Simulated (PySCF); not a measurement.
## Predicted spectroscopic data

All values are calculated (PySCF 2.14.0 with density-fitted response routines): σ from GIAO-PBE0/pcSseg-1, coordinates at the GFN2-xTB level. Relativity neglected, one conformer, fast rotation and ring inversion assumed for equivalent nuclei, in vacuum.

References, each an isolated molecule treated in the same way: 1H, 13C vs TMS. Where no couplings were computed, multiplicities follow the n + 1 count of equivalent neighbours, and m marks all less simple cases (inequivalent or close neighbours, rings, F or P nearby). Shifts are as computed. Against solution values, carbons near 30 ppm lie about +3 ppm off and those near 130 ppm about +5 ppm. Of 1211 compounds with measured shifts, 218 miss one by over three times the rms of a fit or turn the order of signals round; such compounds aren't used in these exercises.

Compound 1 (C₄H₆Si₂). 1H NMR (400 MHz, computed): δ 4.75 (d, 2H), 4.25 (s, 3H), 1.93 (t, 1H). 13C{1H} NMR (computed): δ 114.8 (C), 113.4 (C), 104.2 (CH), 83.7 (C). Structure: `[SiH3]C#C[SiH2]C#C`.

Compound 2 (C₅H₆Cl₂OSi). 1H NMR (400 MHz, computed): δ 5.91 (m, 1H), 5.82 (m, 1H), 5.55 (m, 1H), 2.29 (s, 3H). 13C{1H} NMR (computed): δ 233.0, 199.0, 98.0, 90.4, 30.5. Structure: `InChI=1S/C5H6Cl2OSi/c1-5(8)3-2-4-9(6)7/h3-4,9H,1H3`.

Compound 3 (C₄H₁₀Si₂). 1H NMR (400 MHz, computed): δ 6.68 (m, 1H), 4.96 (m, 1H), 4.71 (m, 1H), 4.06 (s, 3H), 3.04 (m, 1H), 2.41 (m, 1H), 1.56 (m, 1H), 0.83 (m, 1H). 13C{1H} NMR (computed): δ 147.6 (CH), 109.2 (CH2), 10.4 (C), 3.7 (CH2). Structure: `C=C[C@]1([SiH3])C[SiH2]1`.
